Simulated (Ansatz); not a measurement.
`[SiH3][SnH2][SiH3]` + `[NH2][SbH2]` → `[SiH3][NH][SbH2]` + `[SiH3][SnH3]` at 500 K and 1 bar (cleavage of the Si–Sn bond).

Isolated molecules relaxed with PBE0-D4/def2-TZVP in Ansatz; ΔE leaves out vibrations. CCSD(T)/CBS is the MP2 limit (def2-TZVPP, def2-QZVPP) plus CCSD(T) − MP2 in def2-TZVPP, frozen cores. Elements past krypton have def2 core potentials. For Sb, Sn outer-core shells are correlated without core-valence functions, which leaves a few kJ/mol of doubt a bond.

```json
{"species": "`[SiH3][SnH2][SiH3]`", "CCSD(T)/CBS energy (Eh)": "-796.97679", "H − E (kJ/mol)": "218.2", "S (J/(mol·K))": "453.5"}
{"species": "`[NH2][SbH2]`", "CCSD(T)/CBS energy (Eh)": "-297.10356", "H − E (kJ/mol)": "130.2", "S (J/(mol·K))": "315.2"}
{"species": "`[SiH3][NH][SbH2]`", "CCSD(T)/CBS energy (Eh)": "-587.40566", "H − E (kJ/mol)": "184.4", "S (J/(mol·K))": "399.0"}
{"species": "`[SiH3][SnH3]`", "CCSD(T)/CBS energy (Eh)": "-506.68362", "H − E (kJ/mol)": "154.7", "S (J/(mol·K))": "359.8"}
```

H − E and S are ideal-gas, rigid-rotor, harmonic terms from PBE0-D4/def2-TZVP, for one conformer and one mirror image of each species. 1 Eh = 2625.50 kJ/mol, R = 8.31446 J/(mol·K).

By hand: ΔE, ΔH, ΔS and ΔG.

ΔE = (-587.40566) + (-506.68362) − (-796.97679) − (-297.10356) = -0.00893 Eh = -23.4 kJ/mol. Δ(H − E) = 184.4 + 154.7 − 218.2 − 130.2 = -9.3, so ΔH = -32.7 kJ/mol. ΔS = 399.0 + 359.8 − 453.5 − 315.2 = -9.9 J/(mol·K). ΔG = -32.7 − 500 × (-9.9)/1000 = -27.8 kJ/mol.

By hand: the equilibrium constant, and the temperature at which ΔG would vanish if ΔH and ΔS stayed fixed.

log₁₀ K = −ΔG/(RT ln 10) = 2.9. ΔG = 0 at ΔH/ΔS = 3303 K, far beyond where these terms or the molecules hold.

The number of gas molecules stays the same, so ΔS is small and ΔH decides. A doubt of 5 kJ/mol in ΔE shifts log₁₀ K by 0.5 here. Other conformers and mirror images would add mixing entropy, several J/(mol·K) or more a flexible species. These are equilibria of isolated gas molecules and say nothing of rates. Largest T1 diagnostic: 0.013 (customary marks: 0.02 for closed shells, 0.045 for open ones).
